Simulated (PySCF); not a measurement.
C6H7, SMILES [C]1=CC=CCC1, multiplicity 2.

Geometry: PBE-D3(BJ)/def2-SVP. The isomer is the one that the SMILES or the coordinates give; other isomers of the formula were not compared. One conformer was computed; it need not be the lowest.

These are PBE/def2-TZVP (PySCF) values and carry that method's errors.

Computed frontier levels, dipole moment and polarisability:
```json
{
  "α spin, highest occupied and lowest empty level": "-5.21 and -1.82 eV",
  "β spin, highest occupied and lowest empty level": "-5.11 and -3.04 eV",
  "dipole_moment": "0.237 e·Å",
  "quadrupole, principal values (traceless, Buckingham form, about the centre of nuclear charge)": "-3.57, -1.97, 5.53 D·Å",
  "mean_static_polarisability": "69.5 bohr³ (10.30 Å³)",
  "polarisability_principal_values": "49.4, 77.3, 81.9 bohr³",
  "⟨S²⟩": "0.763 (pure state 0.75)"
}
```
